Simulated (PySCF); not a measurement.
SMILES CC(=O)CC(C)=O (C₅H₈O₂), GFN2-xTB optimised geometry.

```
15

C      1.32    -0.78     1.37
C      0.71    -0.80     0.00
O      1.34    -0.76    -1.02
C     -0.81    -0.80     0.00
C     -1.20     0.67     0.00
C     -1.31     1.27    -1.37
O     -1.34     1.29     1.03
H      1.14    -1.74     1.86
H      2.39    -0.60     1.31
H      0.83    -0.01     1.96
H     -1.18    -1.29    -0.90
H     -1.19    -1.28     0.90
H     -1.40     2.35    -1.31
H     -0.43     1.00    -1.95
H     -2.18     0.86    -1.87
```

Density from PBE0/def2-TZVP (PySCF 2.14.0) at that geometry.

Minimum of the electron density along straight lines between bonded atoms, close to the bond critical point (lines longer than 1.1 times the sum of covalent radii, or with two minima, are not listed):

```json
[
 {"bond": "C1–C2", "length / Å": "1.498", "ρ at the minimum / e bohr⁻³": "0.266", "∇²ρ there / e bohr⁻⁵": "-0.71", "position (fraction from the first atom)": "0.48"},
 {"bond": "C2–O3", "length / Å": "1.203", "ρ at the minimum / e bohr⁻³": "0.427", "∇²ρ there / e bohr⁻⁵": "0.02", "position (fraction from the first atom)": "0.33"},
 {"bond": "C2–C4", "length / Å": "1.524", "ρ at the minimum / e bohr⁻³": "0.251", "∇²ρ there / e bohr⁻⁵": "-0.63", "position (fraction from the first atom)": "0.51"},
 {"bond": "C4–C5", "length / Å": "1.524", "ρ at the minimum / e bohr⁻³": "0.251", "∇²ρ there / e bohr⁻⁵": "-0.63", "position (fraction from the first atom)": "0.49"},
 {"bond": "C5–C6", "length / Å": "1.498", "ρ at the minimum / e bohr⁻³": "0.266", "∇²ρ there / e bohr⁻⁵": "-0.71", "position (fraction from the first atom)": "0.52"},
 {"bond": "C5–O7", "length / Å": "1.203", "ρ at the minimum / e bohr⁻³": "0.427", "∇²ρ there / e bohr⁻⁵": "0.02", "position (fraction from the first atom)": "0.33"},
 {"bond": "C1–H8", "length / Å": "1.089", "ρ at the minimum / e bohr⁻³": "0.275", "∇²ρ there / e bohr⁻⁵": "-0.93", "position (fraction from the first atom)": "0.64"},
 {"bond": "C1–H9", "length / Å": "1.087", "ρ at the minimum / e bohr⁻³": "0.281", "∇²ρ there / e bohr⁻⁵": "-0.97", "position (fraction from the first atom)": "0.64"},
 {"bond": "C1–H10", "length / Å": "1.089", "ρ at the minimum / e bohr⁻³": "0.278", "∇²ρ there / e bohr⁻⁵": "-0.95", "position (fraction from the first atom)": "0.65"},
 {"bond": "C4–H11", "length / Å": "1.088", "ρ at the minimum / e bohr⁻³": "0.281", "∇²ρ there / e bohr⁻⁵": "-0.97", "position (fraction from the first atom)": "0.64"},
 {"bond": "C4–H12", "length / Å": "1.088", "ρ at the minimum / e bohr⁻³": "0.281", "∇²ρ there / e bohr⁻⁵": "-0.97", "position (fraction from the first atom)": "0.64"},
 {"bond": "C6–H13", "length / Å": "1.087", "ρ at the minimum / e bohr⁻³": "0.281", "∇²ρ there / e bohr⁻⁵": "-0.97", "position (fraction from the first atom)": "0.64"},
 {"bond": "C6–H14", "length / Å": "1.089", "ρ at the minimum / e bohr⁻³": "0.278", "∇²ρ there / e bohr⁻⁵": "-0.95", "position (fraction from the first atom)": "0.65"},
 {"bond": "C6–H15", "length / Å": "1.089", "ρ at the minimum / e bohr⁻³": "0.275", "∇²ρ there / e bohr⁻⁵": "-0.93", "position (fraction from the first atom)": "0.64"}
]
```
